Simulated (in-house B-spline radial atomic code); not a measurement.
## OLYP excitations of F⁵⁺

Method: OLYP. Computed with an all-electron radial atomic-structure program (B-spline basis): linear response of the closed shell [He] 2s2 with the functional's adiabatic kernel; non-relativistic, point nucleus, no spin-orbit coupling, no double excitations, S, P, D and F terms only.

Command:
```bash
python run_td.py task.json out
```
Settings (radii: box in bohr, nucleus in fm):
```
Z                        9
electrons                4
configuration            [He] 2s2
hamiltonian              nr
method                   optx,lyp
box_radius               16.35
intervals                48
```

Time taken, with all properties: 1 thread of Intel(R) Xeon(R) 6975P-C (Granite Rapids), on a shared host.

The lowest states, in the order of their Tamm-Dancoff energies; the method's threshold (minus the highest occupied level) is 144.13 eV. Labels give the largest channel, * marks a mixed state, and oscillator strengths are full-response dipole values. Semilocal kernels can invert the small singlet-triplet splittings of Rydberg terms. Energies in eV:

```json
{"state": "2s → 2p 3P", "full response": "8.606", "Tamm-Dancoff": "10.512", "oscillator strength": "-"}
{"state": "2s → 2p 1P", "full response": "21.848", "Tamm-Dancoff": "22.804", "oscillator strength": "0.445"}
{"state": "2s → 3s 3S", "full response": "88.28", "Tamm-Dancoff": "88.31", "oscillator strength": "-"}
{"state": "2s → 3s 1S", "full response": "91.20", "Tamm-Dancoff": "91.26", "oscillator strength": "-"}
{"state": "2s → 3p 3P", "full response": "92.87", "Tamm-Dancoff": "92.91", "oscillator strength": "-"}
{"state": "2s → 3p 1P", "full response": "?", "Tamm-Dancoff": "?", "oscillator strength": "?"}
{"state": "2s → 3d 3D", "full response": "95.39", "Tamm-Dancoff": "95.48", "oscillator strength": "-"}
{"state": "2s → 3d 1D", "full response": "97.91", "Tamm-Dancoff": "97.94", "oscillator strength": "-"}
{"state": "2s → 4s 3S", "full response": "116.91", "Tamm-Dancoff": "116.92", "oscillator strength": "-"}
{"state": "2s → 4s 1S", "full response": "117.72", "Tamm-Dancoff": "117.74", "oscillator strength": "-"}
{"state": "2s → 4p 3P", "full response": "118.65", "Tamm-Dancoff": "118.67", "oscillator strength": "-"}
{"state": "2s → 4p 1P", "full response": "119.02", "Tamm-Dancoff": "119.03", "oscillator strength": "0.115"}
{"state": "2s → 4d 3D", "full response": "119.63", "Tamm-Dancoff": "119.66", "oscillator strength": "-"}
{"state": "2s → 4d 1D", "full response": "120.33", "Tamm-Dancoff": "120.34", "oscillator strength": "-"}
{"state": "2s → 4f 3F", "full response": "120.41", "Tamm-Dancoff": "120.42", "oscillator strength": "-"}
{"state": "2s → 4f 1F", "full response": "?", "Tamm-Dancoff": "?", "oscillator strength": "-"}
```

**Question.** Where does 2s → 4f 1F lie?

**Answer.** At 120.72 eV in full response, 120.72 eV in Tamm-Dancoff.

**Question.** Where does 2s → 3p 1P lie?

**Answer.** At 94.23 eV in full response, 94.26 eV in Tamm-Dancoff, oscillator strength 0.426.

**Question.** How large is the singlet-triplet splitting of 2s → 2p (P terms) in Tamm-Dancoff?

**Answer.** 12.3 eV, from the unrounded values.

**Question.** What polarisabilities and dispersion coefficient does the method give?

**Answer.** Dipole 0.7508 bohr³, quadrupole 0.2121 bohr⁵, C6 0.3837 hartree·bohr⁶ for two such species.
